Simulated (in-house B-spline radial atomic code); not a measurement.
# Ionising the rhenium ion Re⁷⁺ with different functionals

Computed with a B-spline radial code for spherical atoms: four-component Dirac-Coulomb Hamiltonian, Fermi nucleus of rms radius 5.3698 fm, spin-restricted, spherical fractional occupations for the functionals, and exact exchange of hybrids averaged over the configuration. The ionisation energy is the difference of two self-consistent energies, [Xe] 4f14 → [Kr] 4d10 4f14 5s2 5p5, without Breit or QED terms; ε is the level of the shell that loses the electron (mean over j). The electron is taken from both j subshells in proportion to 2j + 1, so the result is a j average, not the step between ground levels.

```
   method                    rung  ΔSCF (eV)  -ε(5p) (eV)
     PBE0           global hybrid          ?            ?
    B97-1           global hybrid          ?            ?
BHandHLYP           global hybrid     148.48       144.08
    wB97X  range-separated hybrid     148.23       143.88
```

Q: What does B97-1 give?

A: ΔSCF 148.59 eV, and -ε(5p) = 141.20 eV.

Q: What does PBE0 give?

A: ΔSCF 148.62 eV, and -ε(5p) = 141.64 eV.

Q: Among the functionals, which spreads more, the ΔSCF values or the orbital energies?

A: The orbital energies: ΔSCF values span about 0.39 eV and the orbital energies 2.88 eV; here energy differences depend much less on the functional than eigenvalues do.

Q: How do they compare with the NIST value?

A: NIST lists 144.4 eV ± 0.4 (semi-empirical, ground level to ground level). Errors run from +3.83 to +4.22 eV. The correlated functionals all miss on the same side by more than they spread, so the cause is common to them (Breit-QED terms, spin polarisation, the choice among j levels, multiplet and fine-structure energies, or a listed next ion that isn't the cheapest removal here) and closeness doesn't rank the functionals.
